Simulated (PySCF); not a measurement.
A structure optimised at ωB97X-D3(BJ)/def2-SVP, used in a PySCF frequency run:

```
C
H 1 1.1006
H 1 1.1051 2 109.25
H 1 1.1058 2 108.56 3 -118.56
O 1 1.4130 2 106.74 4 -120.09
Se 5 1.7975 1 115.49 2 -175.88
Se 6 2.2977 5 102.38 1 -73.69
H 7 1.4713 6 97.39 5 92.21
```

Task: Write its SMILES and formula.

Result: CO[Se][SeH], CH4OSe2

Task: What are its rotational constants (standard atomic weights)?

Result: 4.6723, 1.6147, 1.2627 GHz
